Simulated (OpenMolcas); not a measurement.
**5s2 5p2 along the 50-electron sequence**

| Quantity | Value |
| --- | --- |
| Program | OpenMolcas 26.06 |
| Method | CASSCF |
| Basis | ANO-RCC-VTZP |
| Scalar Hamiltonian | DKH2, point nucleus |
| Spin-orbit coupling | state interaction with AMFI integrals over the reference wave functions, term energies averaged over their components |

Active space for each ion: 2 electrons in 3 orbitals (5p).

Computed levels in cm-1 above 3P0:

```tsv
Level	Sn	Sb+	Te2+	I3+	Xe4+
3P1	1346	2444	3867	5666	7565
3P2	3045	5119	7524	10295	13082
1D2	10242	14191	18356	23087	28124
1S0	21507	28326	34645	41159	48052
weight of 3P in the lowest level (%)	98	97	96	94	93
```

Measured, with the error of the calculation in %. Measured levels: Sn, Sb+ from NIST Handbook of Basic Atomic Spectroscopic Data; Te2+ from the list in Zhang, Palmeri, Quinet and Biemont, Astron. Astrophys. 551, A136 (2013); Xe4+ from Saloman, J. Phys. Chem. Ref. Data 33, 765 (2004).

```json
{"Level": "3P1", "Sn": "1692 (-20.5)", "Sb+": "3055 (-20.0)", "Te2+": "4757 (-18.7)", "Xe4+": "9292 (-18.6)"}
{"Level": "3P2", "Sn": "3428 (-11.2)", "Sb+": "5658 (-9.5)", "Te2+": "8167 (-7.9)", "Xe4+": "14127 (-7.4)"}
{"Level": "1D2", "Sn": "8613 (+18.9)", "Sb+": "12790 (+11.0)", "Te2+": "17360 (+5.7)", "Xe4+": "28411 (-1.0)"}
{"Level": "1S0", "Sn": "17162 (+25.3)", "Sb+": "23906 (+18.5)", "Te2+": "30398 (+14.0)", "Xe4+": "44470 (+8.1)"}
```

The fine-structure level 3P2 changes by a factor of 4.3 from Sn to Xe4+. Its fourth root runs 7.43, 8.46, 9.31, 10.07, 10.69, with steps per unit of Z of 1.03, 0.85, 0.76, 0.62; equal steps would mean a (Z - σ)^4 law with constant σ.

1D2 changes by a factor of 2.75 over the same range, with steps per unit of Z of +3950, +4160, +4730, +5040 cm-1.

With the s shell closed, the reference lacks s² → p² mixing. Measured partners are found by configuration, term and J. A level has none where our copy of the source lacks it or the pairing is in doubt (some pairs that miss far off the trend of their configuration count as doubtful), and it then counts in no deviation. Levels of configurations outside the active space are missing.
